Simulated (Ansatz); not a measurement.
`C[O][Ge][S]C` + CH₃SH → `C[S][Ge][S]C` + CH₃OH  (ligand exchange at a Ge–O bond)

Gas-phase electronic energies from Ansatz, PBE0-D4/def2-TZVP geometries. CBS: MP2 limit from def2 TZ/QZ plus the TZ coupled-cluster correction, frozen cores. This one scheme is used for every species. DFT in def2-TZVPP. For Ge outer-core shells are correlated without core-valence functions, which leaves a few kJ/mol of doubt a bond. Scalar relativity is left out up to krypton. One conformer a species, not always the lowest.

```csv
level,ΔE (kJ/mol),difference from CCSD(T)/CBS
B97M-V,-17.5,6.7
r2SCANh-D4,-24.8,-0.6
B2PLYP,-15.4,8.8
PBE0,-26.6,-2.4
r2SCAN0,-25.5,-1.3
LC-ωPBE,-14.1,10.1
HF/def2-SVP,-9.2,15.0
MP2/def2-SVP,-11.1,13.1
CCSD/def2-TZVPP,-15.0,9.2
MP2/def2-QZVPP,-25.9,-1.7
CCSD(T)/CBS,-24.2,0
```

Largest T1 diagnostic among the species: 0.015.

The D4 term adds −6.1 kJ/mol with B3LYP and −3.1 kJ/mol with PBE0; it sums over pairs of atoms, weighted by their polarisabilities, and B3LYP, whose exchange is more repulsive, gets the larger term. Leaving LDA and LC-ωPBE aside and taking each functional with its dispersion term where it has one, the values, not all of them listed here, spread over 19.1 kJ/mol, from HSE06-D4 to CAM-B3LYP-D4. In def2-TZVPP, CCSD(T) changes the Hartree–Fock value by −7.6 kJ/mol (the triples alone add −2.4 kJ/mol) and MP2 by −12.5 kJ/mol.

B3LYP here is the variant with VWN-RPA as its local correlation; programs differ in this.
